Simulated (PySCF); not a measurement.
germylsilane (GeH6Si), SMILES [SiH3][GeH3].

Coordinates come from a PBE0-D3(BJ)/def2-TZVP optimisation.

Computed with PBE/def2-TZVPD in PySCF.

Symmetry labels are those of the subgroup Cs that the program uses (full group C3v).

Computed valence orbital energies around the gap with their symmetry:
```tsv
orbital	symmetry	energy (eV)
HOMO−7	A'	-29.50
HOMO−6	A'	-14.30
HOMO−5	A'	-12.63
HOMO−4	A'	-8.82
HOMO−3	A"	-8.82
HOMO−2	A'	-8.14
HOMO−1	A"	-8.14
HOMO	A'	-7.20
LUMO	A'	-0.72
LUMO+1	A'	-0.42
LUMO+2	A"	-0.41
LUMO+3	A'	-0.41
```
